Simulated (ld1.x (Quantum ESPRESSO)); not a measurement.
# Logarithmic derivatives: tin (Sn), PAW

| Item | Value |
| --- | --- |
| Element | Sn |
| Generator | ld1.x (Quantum ESPRESSO) 7.5 |
| Type | PAW |
| Functional | PBE |
| Relativity | fully relativistic |
| Frozen core | [Kr] 4d10 |
| Valence charge | 4 |
| Reference configuration | 5s2 5p0 (charge +2) |
| Partial waves | 5s (bound): rcut 1.75, rcutus 2.00 bohr; 5s channel at -1.55 Ry: rcut 1.75, rcutus 2.00 bohr; 5p (bound, empty): rcut 1.40, rcutus 1.95 bohr; 5p channel at 2.1 Ry: rcut 1.40, rcutus 1.95 bohr; 5d channel at 0.3 Ry: rcut 1.30, rcutus 1.60 bohr; 5d channel at 1.6 Ry: rcut 1.30, rcutus 1.60 bohr |
| Local potential | all-electron potential smoothed inside 1.45 bohr (lloc = -1) |
| Core correction | Bessel-smoothed model core, default radius (core density twice the valence density) |
| Augmentation charge | PSQ, inside the norm-conserving radii |

Open shells are filled in proportion to 2j + 1 (rel_dist='average').

The phase is arctan(r·u′/u) with u = r·R(r), unwrapped; energies in Ry, scanned from -4 to 5 Ry. A pole is an energy at which the radial function vanishes at the test radius. The pseudo phase is shifted by a multiple of π to meet the all-electron one at the reference energy, and phase errors are pseudo minus all-electron; the curves can meet again beyond the range given. Levels narrower than the energy grid can be missing from the lists of poles.

```tsv
channel	radius (bohr)	reference energy (Ry)	poles, all-electron	poles, pseudo	unbroken range about the reference energy with phases within 0.05 rad	phase error 1 Ry above the reference energy (rad)
s	2.21	-1.92	0.91	0.90	below 4.6	-0.000
p1/2	2.21	-1.34	2.34	0.23, 2.34	below 0.2	-0.006
p3/2	2.21	-1.29	2.67	2.67	above -2.1	+0.002
d3/2	2.21	0.30	-3.01	-3.11	above -3.0	+0.000
d5/2	2.21	0.30	-2.92	-3.01	above -2.9	+0.000
```

The ghost test of this file was not conclusive.

Phases in the s channel:

| E (Ry) | all-electron | pseudo |
| --- | --- | --- |
| -4.00 | 1.153 | 1.153 |
| -3.52 | 1.056 | 1.055 |
| -3.04 | 0.877 | 0.877 |
| -2.56 | 0.490 | 0.490 |
| -2.08 | -0.280 | -0.280 |
| -1.60 | -0.932 | -0.932 |
| -1.12 | -1.228 | -1.228 |
| -0.64 | -1.375 | -1.375 |
| -0.16 | -1.461 | -1.461 |
| 0.32 | -1.519 | -1.519 |
| 0.80 | -1.562 | -1.563 |
| 1.28 | -1.598 | -1.599 |
| 1.76 | -1.629 | -1.630 |
| 2.24 | -1.658 | -1.660 |
| 2.72 | -1.687 | -1.692 |
| 3.20 | -1.719 | -1.727 |
| 3.68 | -1.755 | -1.769 |
| 4.16 | -1.800 | -1.826 |
| 4.64 | -1.859 | -1.913 |
